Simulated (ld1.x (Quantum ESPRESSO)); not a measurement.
V (Z = 23): variants of one RRKJ potential

Base potential:

* Element: vanadium
* Generator: ld1.x (Quantum ESPRESSO) 7.5
* Type: norm-conserving RRKJ (Kleinman–Bylander form)
* Functional: PBEsol
* Relativity: scalar-relativistic
* Frozen core: [Ar]
* Valence charge: 5
* Reference configuration: 3d3 4s2 4p0
* Partial waves: 4p (bound, empty): rc 2.45 bohr; 3d (bound): rc 1.80 bohr; 4s (bound): rc 2.10 bohr
* Local potential: the s channel
* Core correction: a·sin(br)/r model core inside 1.25 bohr
* rho0: 0.001

Cutoffs, loose and tight: the cutoffs (Ry, on a coarse ladder) from which the occupation-weighted sum of valence levels, in a spherical-Bessel basis at the reference potential, stays within 10 and 1 mRy of its value at 400 Ry. They do not see the model core or the augmentation charge, which bear on the density cutoff. Test errors are all-electron minus pseudo excitation energies from the reference, over the configurations 3d3 4s1 4p0; 3d3 4s0 4p0; 3d2 4s0 4p0; 3d2 4s2 4p0; 3d3 4s1 4p1; 3d3 4s0 4p2; 3d3.5 4s1.5 4p0. A dash means not determined; rows that change the core or the reference have their own tests.

```tsv
change	outcome	cutoff, loose	cutoff, tight	bound ghosts	largest test error (meV)
base	generated	50 Ry	70 Ry	none	-479
wave 3d (bound): rc 1.80 bohr becomes 3d (bound): rc 1.12 bohr	generated	120 Ry	140 Ry	none	-606
wave 3d (bound): rc 1.80 bohr becomes 3d (bound): rc 1.38 bohr	generated	80 Ry	90 Ry	none	-579
wave 3d (bound): rc 1.80 bohr becomes 3d (bound): rc 1.90 bohr	generated	45 Ry	60 Ry	none	-448
wave 3d (bound): rc 1.80 bohr becomes 3d (bound): rc 2.12 bohr	generated	40 Ry	55 Ry	none	-365
wave 3d (bound): rc 1.80 bohr becomes 3d (bound): rc 2.26 bohr	generated	35 Ry	50 Ry	none	-282
wave 3d (bound): rc 1.80 bohr becomes 3d (bound): rc 2.46 bohr	generated	30 Ry	40 Ry	none	-177
wave 3d (bound): rc 1.80 bohr becomes 3d (bound): rc 2.74 bohr	generated	25 Ry	35 Ry	none	+363
```

(1) What comes out with this change to the base: wave 3d (bound): rc 1.80 bohr becomes 3d (bound): rc 1.70 bohr?

(2) What comes out with this change to the base: wave 3d (bound): rc 1.80 bohr becomes 3d (bound): rc 1.52 bohr?

## Answers

(1) outcome: generated; cutoff, loose: 55 Ry; cutoff, tight: 70 Ry; bound ghosts: none; largest test error (meV): -506.

(2) outcome: generated; cutoff, loose: 70 Ry; cutoff, tight: 80 Ry; bound ghosts: none; largest test error (meV): -555.

Reading the sweep of the d radius (base included, trends over the rows without a ghost): The loose cutoff falls from 120 Ry at 1.12 to 25 Ry at 2.74 bohr. A larger radius leaves more room for a smooth pseudo-wave, so fewer plane waves are needed; a smaller one forces it to follow the all-electron wave where it bends sharply. The median size of the test errors (rows with all tests solved) is not monotonic: lowest 7.1 meV at 2.46 bohr, highest 46.4 meV at 1.12 bohr.
